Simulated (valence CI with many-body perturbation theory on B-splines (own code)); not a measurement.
# Pb10+: what each term of the Hamiltonian does

Calculated by relativistic CI+MBPT: four valence electrons over a frozen Dirac-Fock core [Xe] 4f14, a basis of 9 s, 9 p, 10 d, 8 f, 5 g, 3 h, 1 i functions for each j, with the one-electron correlation potential Σ1 (screened to all orders), the two-electron term Σ2, the three-electron term Σ3, Breit, model QED; selected single and double excitations, second order for the rest, scaled by the run's own slope (own B-spline code, finite nucleus).

No measured spectrum was set against this ion. As an estimate, terms of the open shell hold to 2 to 4 % of their energy, and close levels can change places. Core correlation moves these levels by up to 16000 cm⁻¹, and in measured spectra 5 to 20 % of such shifts remained as error; rates that hang on mixing are uncertain with them. The list stops below the first excitations out of the core. Only levels of the ground parity were solved; by the run's estimate the other parity begins above the list, which can be wrong where configurations are misplaced.

Each rung adds one term. CI alone is the Dirac-Coulomb CI over the frozen core; QED comes last and gives the full result, which names the levels. Energies are above (5d3/2^4) J=0 on the same rung, in cm⁻¹.

Levels are named by their leading jj configuration (3d3/2^4 stands for four electrons in 3d with j = 3/2), which in mixed levels can hold well under half, so a name can repeat and another be missing. Letters in brackets count levels of one name in rising energy.

```
                    Level  CI alone
      (5d3/2^3 5d5/2) J=1     16991
      (5d3/2^3 5d5/2) J=2     27703
      (5d3/2^3 5d5/2) J=4     33615
      (5d3/2^3 5d5/2) J=3     33602
(5d3/2^2 5d5/2^2) J=0 [a]     46881
(5d3/2^2 5d5/2^2) J=4 [a]     50635
(5d3/2^2 5d5/2^2) J=3 [a]     54848
(5d3/2^2 5d5/2^2) J=2 [a]     54359
    (5d3/2^2 5d5/2^2) J=5     60194
    (5d3/2^2 5d5/2^2) J=1     60128
    (5d3/2^2 5d5/2^2) J=6     64624
(5d3/2^2 5d5/2^2) J=4 [b]     68842
(5d3/2^2 5d5/2^2) J=2 [b]     69085
(5d3/2^2 5d5/2^2) J=3 [b]     70348
  (5d3/2 5d5/2^3) J=4 [a]     77648
(5d3/2^2 5d5/2^2) J=2 [c]     80936
```

(1) What do these energies become with core correlation, Breit and QED?

(2) How does the ionisation energy move along the ladder, and which term matters most?

Results:

(1) (5d3/2^3 5d5/2) J=1 17684 (+693); (5d3/2^3 5d5/2) J=2 28477 (+774); (5d3/2^3 5d5/2) J=4 33502 (-113); (5d3/2^3 5d5/2) J=3 34164 (+562); (5d3/2^2 5d5/2^2) J=0 [a] 48857 (+1976); (5d3/2^2 5d5/2^2) J=4 [a] 51153 (+518); (5d3/2^2 5d5/2^2) J=3 [a] 54994 (+145); (5d3/2^2 5d5/2^2) J=2 [a] 55302 (+943); (5d3/2^2 5d5/2^2) J=5 59775 (-419); (5d3/2^2 5d5/2^2) J=1 62012 (+1884); (5d3/2^2 5d5/2^2) J=6 63857 (-767); (5d3/2^2 5d5/2^2) J=4 [b] 68680 (-162); (5d3/2^2 5d5/2^2) J=2 [b] 69803 (+718); (5d3/2^2 5d5/2^2) J=3 [b] 70200 (-147); (5d3/2 5d5/2^3) J=4 [a] 79105 (+1457); (5d3/2^2 5d5/2^2) J=2 [c] 83621 (+2686).

(2) CI alone 180.09, + Σ1 181.91, + Σ2 183.17, + Σ3 183.17, + Breit 183.10, + QED 183.12 eV. The largest step is Σ1, 1.82 eV. NIST lists 182 ± 2.4 eV (theoretical).
